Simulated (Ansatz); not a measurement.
B$_{2}$Br$_{2}$Cl$_{2}$H$_{2}$ (`Cl[B@H-]1[Br+][B@H-](Cl)[Br+]1`). Charge 0, multiplicity 1. The geometry is a stationary point of PBE0-D4/def2-TZVP.

```xyz
8

Cl   -0.460    1.181    2.349
B    -0.737    1.071    0.611
Br   -1.315   -0.885    0.011
B     0.713   -1.040   -0.607
Cl    0.880   -1.674   -2.240
Br    1.079    1.051   -0.495
H    -1.471    1.841    0.088
H     1.310   -1.545    0.283
```

**Question.** What is the dipole moment at B3LYP/def2-TZVPP? (Estimate.)

**Answer.** Ansatz gave: 0.43 D, with components (-0.25, 0.24, -0.26) D in this frame, pointing from negative to positive charge.

**Question.** And with PBE, r2SCAN, ωB97M-V? (Estimate.)

**Answer.** Computed: PBE 0.42 D, r2SCAN 0.42 D, ωB97M-V 0.43 D.

**Question.** Give the Mulliken charges with B3LYP, r2SCAN, PBE in def2-TZVPP. (Estimate.)

**Answer.** Ansatz gave: 
| atom | B3LYP | r2SCAN | PBE |
| --- | --- | --- | --- |
| Cl1 | -0.13 | -0.13 | -0.11 |
| B2 | -0.01 | 0.00 | -0.07 |
| Br3 | 0.08 | 0.09 | 0.12 |
| B4 | -0.01 | 0.01 | -0.06 |
| Cl5 | -0.13 | -0.13 | -0.11 |
| Br6 | 0.08 | 0.09 | 0.12 |
| H7 | 0.07 | 0.03 | 0.05 |
| H8 | 0.07 | 0.03 | 0.05 |

B3LYP here is the variant with VWN-RPA as its local correlation; programs differ in this.
